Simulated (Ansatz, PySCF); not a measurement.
Process, species as SMILES: CCCC + 3 [H][H] (H2) -> 4 C (CH4)
Geometries: B3LYP-D3(BJ)/def2-TZVP minima from Ansatz (a first-principles code), one conformer each, not searched for the lowest.

Property: energy of full hydrogenation (0 K, with B3LYP-D3(BJ) harmonic zero-point energies from PySCF), in kcal/mol. Valence correlation only, unless marked. No spin-orbit coupling. No relativistic terms. CBS marks a two-point X^-3 extrapolation of the correlation energy; Hartree-Fock from the larger set. The bracket is a focal-point correction in the basis named.

```csv
level,program,energy of full hydrogenation (kcal/mol)
r2SCAN-D3(BJ)/def2-TZVPD,Ansatz + dftd3,?
PBE0/def2-TZVP,Ansatz,-42.9
TPSSh-D4/def2-TZVPD,PySCF + dftd4,?
M06-2X/def2-TZVPD,PySCF,-37.9
SCS-MP2/cc-pVDZ,Ansatz,-39.1
"RI-MP2/CBS(cc-pVTZ,cc-pVQZ)+[CCSD(T)-MP2]/cc-pVTZ",Ansatz,-40.0
```

Question: Fill in the missing entries.

Answer: 
- r2SCAN-D3(BJ)/def2-TZVPD, energy of full hydrogenation (kcal/mol): -40.6
- TPSSh-D4/def2-TZVPD, energy of full hydrogenation (kcal/mol): -39.2
